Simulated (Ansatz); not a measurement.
Geometry optimisation, RKS PBE/6-31G* (Ansatz).

input.yaml

```yaml
crystal:
  periodic: [false, false, false]
  atoms:
    - { symbol: B, position_ang: [0.18917, 1.2785, 0.14979] }
    - { symbol: C, position_ang: [0.26299, -0.16787, -0.34379] }
    - { symbol: C, position_ang: [-0.49506, -1.15214, 0.21547] }
    - { symbol: S, position_ang: [1.36345, -0.54393, -1.64206] }
    - { symbol: H, position_ang: [0.82353, 2.13851, -0.34326] }
    - { symbol: H, position_ang: [-0.51622, 1.5652, 1.05874] }
    - { symbol: H, position_ang: [-1.1816, -0.93967, 1.02543] }
    - { symbol: H, position_ang: [-0.44627, -2.1786, -0.12031] }
total_charge: -1
basis:
  gaussian: { orbitals: "6-31G*" }
hamiltonian:
  xc: pbe
relax:
  f_tol: 0.015
  max_steps: 40
```

Launched with:

```bash
$ ansatz run input.yaml --threads 1 --pin off --max-ram 2048MiB --backend cpu --events-out ev --progress --plain --runs-dir out
```

Q: Where does it end, and by what steps?

A: The run converged. Limits of this set-up: an anion without diffuse functions, the dipole of an ion depends on the origin. After 17 steps the energy has fallen by 1.022 eV; H6 moved furthest, 1.43 Å. Joined: B1–S4.

```
step  energy less start (eV)  largest force component (eV/Å)  accepted
   0                  0.0000                           0.749       yes
   1                 -0.1114                           0.239       yes
   2                 -0.1235                           0.162       yes
   3                 -0.1213                           0.236        no
   4                 -0.1289                           0.059       yes
   5                 -0.1359                           0.154       yes
   6                 -0.1462                           0.344       yes
   7                 -0.1750                           0.262       yes
   8                 -0.2096                           0.518       yes
   9                 -0.2907                           0.751       yes
  10                 -0.4148                           0.795       yes
  11                 -0.6874                           0.813       yes
  12                 -0.9220                           0.516       yes
  13                 -1.0019                           0.234       yes
  14                 -1.0143                           0.151       yes
  15                 -1.0209                           0.098       yes
  16                 -1.0218                           0.050       yes
  17                 -1.0220                           0.010       yes
```

```xyz
8
Properties=species:S:1:pos:R:3
B 0.445 1.263 0.048
C 0.063 -0.230 -0.088
C -0.756 -1.279 0.119
S 1.644 -0.086 -0.920
H -0.071 2.093 -0.689
H 0.909 1.679 1.101
H -1.701 -1.147 0.666
H -0.535 -2.295 -0.237
```

Whether the end is a true minimum wasn't checked by a vibrational analysis.

Run time: 15 s on 1 thread of AMD EPYC 9R45 96-Core Processor (Zen 5) (shared host), peak memory 0.16 GiB.
